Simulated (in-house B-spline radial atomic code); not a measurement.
Results of a calculation; reference values are marked as such.
## C6 from the polarisability at imaginary frequency: Al⁺

wB97X linear response of the closed shell [Ne] 3s2, from a B-spline radial code for spherical atoms; scalar-relativistic (spin-free one-electron X2C), finite nucleus, no spin-orbit coupling.

The dispersion coefficient of two like species is C6 = (3/π) ∫ α(iu)² du from 0 to ∞.

| u (hartree) | α(iu) (bohr³) |
| --- | --- |
| 0 | 24.29 |
| 0.0849 | 22.16 |
| 0.198 | 15.99 |
| 0.339 | 9.721 |
| 0.566 | 4.834 |
| 0.849 | 2.556 |
| 1.27 | 1.35 |
| 1.98 | 0.6989 |
| 2.83 | 0.4292 |
| 4.24 | 0.2513 |
| 7.07 | 0.1229 |
| 14.1 | 0.04106 |

(1) Fit one oscillator, α(iu) = α(0)/(1 + u²/ω²), through u = 0.198 and estimate C6.

(2) How does that compare with the full integral?

Answers

(1) From α(0)/α(iu) − 1 = 24.29/15.99 − 1 = 0.5191, ω = u/√0.5191 = 0.2748 hartree (7.5 eV). London's formula gives C6 = (3/4) α(0)² ω = 0.75 × 24.29² × 0.2748 = 121.6 hartree·bohr⁶, and the oscillator holds f = α(0) ω² = 1.83 electrons, of a sum of oscillator strengths of 12.0.

(2) The program's quadrature over all excitations gives C6 = 123.5, so the single oscillator is off by -1.6 %. At the last point the fit gives α = 0.00922 against 0.0411: higher excitations, and deeper shells where there are any, keep the true curve higher at large u.
